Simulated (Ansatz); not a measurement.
GaS, multiplicity 2 (lowest of 2S+1 = 2, 4 at CCSD(T)/def2-TZVPP on PBE0 minima; our sources give no spin for the ground state, which may be another), most abundant isotopes (31.9721 and 68.9256 u). Constants from fifth-degree fits in 1/R to seven points on the lowest solution found; no spin–orbit coupling, no relativity up to Kr; ω_e x_e and α_e move by some per cent with the fit.

Correlated levels freeze the inner cores; with def2 sets outer-core shells near the valence are correlated too.

The values were computed with Ansatz (Gaussian orbitals). Values without a source in brackets are computed.

```tsv
level	r_e (Å)	ω_e (cm⁻¹)	ω_e x_e (cm⁻¹)	α_e (cm⁻¹)
PBE/def2-TZVPP	2.0872	455.8	2.26	0.00104
CCSD(T)/def2-TZVPP	2.0772	474.6	2.64	0.00108
```

Question: Derive the rotational constants, the centrifugal constant, the fundamental, the zero-point energy and the force constant.

Answer: 
μ = 21.84088 u.
- PBE/def2-TZVPP: B_e = 16.8576/(μ r_e²) = 0.17718 cm⁻¹; B₀ = B_e − α_e/2 = 0.17666 cm⁻¹; D = 4B_e³/ω_e² = 1.07e-07 cm⁻¹; fundamental ω_e − 2ω_e x_e = 451 cm⁻¹; zero-point energy ω_e/2 − ω_e x_e/4 = 227 cm⁻¹; k = μ(2πcω_e)² = 267 N/m
- CCSD(T)/def2-TZVPP: B_e = 16.8576/(μ r_e²) = 0.17888 cm⁻¹; B₀ = B_e − α_e/2 = 0.17835 cm⁻¹; D = 4B_e³/ω_e² = 1.02e-07 cm⁻¹; fundamental ω_e − 2ω_e x_e = 469 cm⁻¹; zero-point energy ω_e/2 − ω_e x_e/4 = 237 cm⁻¹; k = μ(2πcω_e)² = 290 N/m

Ansatz is a program for electronic structure.
